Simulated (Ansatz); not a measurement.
System: 3-fluoro-4-methyl-2H-oxete, C$_{4}$H$_{5}$FO, charge 0, multiplicity 1. SMILES: CC1=C(F)CO1
Structure (B3LYP-D3(BJ)/def2-TZVP (Ansatz, a program for electronic structure) minimum search):
```xyz
11

C     -2.0464    -0.1864    -0.1412
C     -0.5756    -0.1932    -0.1377
C      0.4857     0.4624     0.3244
F      0.6972     1.5424     1.0767
C      1.4049    -0.5106    -0.3471
O      0.1772    -1.1784    -0.8186
H     -2.4170     0.6557     0.4423
H     -2.4295    -0.1035    -1.1613
H     -2.4377    -1.1118     0.2884
H      1.9942    -0.1499    -1.1898
H      1.9858    -1.1782     0.2888
```

Quantity: atomisation energy (electronic, to ground-state atoms), in eV. Cores are frozen in the correlated levels unless marked. Open shells are spin-unrestricted. Spin-orbit coupling is left out. Non-relativistic. The coupled-cluster limit lacks core correlation, which all-electron functionals hold. CBS marks a two-point X^-3 extrapolation of the correlation energy; Hartree-Fock from the larger set. The bracket is a focal-point correction in the basis named.

| level | program | atomisation energy (eV) | minus last row |
|---|---|---|---|
| HF/6-31G* | Ansatz | 33.44 | -14.34 |
| HF/aug-cc-pVDZ | Ansatz | 33.00 | -14.78 |
| HF/cc-pVTZ | Ansatz | 33.58 | -14.20 |
| BLYP/def2-TZVPD | Ansatz | 47.57 | -0.21 |
| revPBE-D4/def2-TZVPD | Ansatz + dftd4 | 48.30 | 0.52 |
| B3LYP-D4/def2-TZVPD | Ansatz + dftd4 | 47.76 | -0.02 |
| PBE0/STO-3G | Ansatz | 55.03 | 7.25 |
| PBE0-D3(BJ)/def2-TZVP | Ansatz + dftd3 | 48.42 | 0.64 |
| PBE0/def2-TZVP | Ansatz | 48.26 | 0.48 |
| PBE0/def2-TZVPD | Ansatz | 48.26 | 0.48 |
| r2SCAN0-D4/def2-TZVPD | Ansatz + dftd4 | 47.05 | -0.73 |
| r2SCAN0/def2-TZVPD | Ansatz | 46.99 | -0.79 |
| HSE06-D4/def2-TZVPD | Ansatz + dftd4 | 48.48 | 0.70 |
| LC-wPBE-D3(BJ)/def2-TZVPD | Ansatz + dftd3 | 48.33 | 0.55 |
| LC-wPBE-D4/def2-TZVPD | Ansatz + dftd4 | 48.37 | 0.59 |
| MP2/cc-pVTZ | Ansatz | 47.82 | 0.04 |
| RI-MP2/cc-pVQZ | Ansatz | 48.59 | 0.81 |
| SCS-MP2/STO-3G | Ansatz | 45.58 | -2.20 |
| CCSD/6-31G | Ansatz | 39.59 | -8.19 |
| CCSD/aug-cc-pVDZ | Ansatz | 43.64 | -4.14 |
| RI-MP2/CBS(cc-pVTZ,cc-pVQZ)+[CCSD(T)-MP2]/cc-pVTZ | Ansatz | 47.78 | 0.00 |
